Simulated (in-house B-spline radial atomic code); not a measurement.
As⁶⁺: [Ne] 3s2 (3p1/2)2 (3p3/2)2 3d10 4s1 (with a hole in an inner shell)

All numbers are computed (Dirac-Hartree-Fock, average of the jj configuration; Fermi nucleus of rms radius 4.0968 fm) with a B-spline radial code for spherical atoms, not measured.

Effective charges: Z_r = [3n² - l(l+1)]/(2<r>) from the radius, Z_e = n√(-2ε) from the energy, and Slater's rules. Values are occupation-weighted means over j.

| shell | electrons | ε (eV) | <r> (bohr) | Z_r | Z_e | Slater |
| --- | --- | --- | --- | --- | --- | --- |
| 1s | 2 | -12080 | 0.04547 | 32.99 | 29.80 | 32.70 |
| 2s | 2 | -1692.9 | 0.2015 | 29.77 | 22.31 | 28.85 |
| 2p | 6 | -1494.9 | 0.177 | 28.24 | 20.96 | 28.85 |
| 3s | 2 | -330.52 | 0.5854 | 23.06 | 14.79 | 22.45 |
| 3p | 4 | -272.94 | 0.5961 | 20.97 | 13.44 | 22.45 |
| 3d | 10 | -164.65 | 0.615 | 17.07 | 10.44 | 13.85 |
| 4s | 1 | -97.455 | 1.512 | 15.88 | 10.71 | 9.40 |

The least bound orbital is 4s1/2 at -97.45 eV, and it is also the most diffuse (<r> = 1.512 bohr). The part-filled 3p shell lies below the filled 3d shell in orbital energy.

For the 1s electron the small component carries 1.43 % of the norm, the zero-frequency Breit interaction raises the level by 17.79 eV, self-energy by 9.314 eV, and vacuum polarisation lowers it by 0.9157 eV.
